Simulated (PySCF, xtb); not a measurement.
C3H8MgO, SMILES C[O][Mg][CH2]C.

GFN2-xTB (xtb) at its own geometry gives an orbital gap of 2.47 eV and a dipole moment of 3.35 D.

The structure is a stationary point at PBE0-D3(BJ)/def2-SVP. The structure was generated by enumeration; whether it is a known compound was not checked. The values are those of a single conformer.

What does PBE/def2-TZVP (PySCF) give? (An estimate is asked for; the answer gives what the named calculation found.)

gap 3.95 eV (levels -5.44 and -1.49 eV), dipole 0.72 D.
